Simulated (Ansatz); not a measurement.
`[BH2][GeH2][SiH3]` + CH₃SH → `C[S][GeH2][SiH3]` + BH₃  (cleavage of the Ge–B bond)

Computed with Ansatz on PBE0-D4/def2-TZVP structures; ΔE is electronic, products minus reactants. CCSD(T)/CBS adds triple-zeta CCSD(T) − MP2 to the extrapolated MP2 energy (def2 sets, frozen cores). This one scheme is used for every species. Functionals use def2-TZVPP. B3LYP here is the variant with VWN-RPA as its local correlation; programs differ in this. For Ge outer-core shells are correlated without core-valence functions, which leaves a few kJ/mol of doubt a bond. Scalar relativity is left out up to krypton. One conformer a species, not always the lowest.

CCSD(T)/CBS gives -10.4 kcal/mol.

(1) Another level gave -12.4 kcal/mol. Which?
A. MP2/def2-TZVPP
B. PBE/def2-TZVPP
C. B3LYP-D4/def2-TZVPP
D. B3LYP/def2-TZVPP

Largest T1 diagnostic among the species: 0.013.

## Answers

(1) A. MP2/def2-TZVPP -12.4, B3LYP -9.3, B3LYP-D4 -11.3, PBE -7.7 kcal/mol.

From PBE to PBE0 (25 % exact exchange), in def2-TZVPP and without D4, ΔE moves by −1.0 kcal/mol. The D4 term adds −2.1 kcal/mol with B3LYP and −1.2 kcal/mol with PBE0; it sums over pairs of atoms, weighted by their polarisabilities, and B3LYP, whose exchange is more repulsive, gets the larger term.
